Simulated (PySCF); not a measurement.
**How methods differ on the ionisation energy of Si⁺**

Si⁺ [Ne] 3s2 3p1 (2P) → Si²⁺ [Ne] 3s2 (1S), as a difference of total energies. Computed with PySCF 2.14 in pcseg-2 (5s4p2d1f, 34 functions), with no relativity, point nucleus. Correlated levels: valence: [Ne] frozen. The calculations carry no spin-orbit coupling.

Order these methods by the ionisation energy they give, lowest first.
A. MN15
B. UHF
C. MP2 (valence)
D. CCSD(T) (valence)

B (15.800 eV), C (16.024 eV), D (16.132 eV), A (16.187 eV).

Errors of the correlated levels include the incompleteness of this basis and the frozen core.

For comparison: 16.322 eV (measured; NIST levels, between the centres of gravity of the two terms).
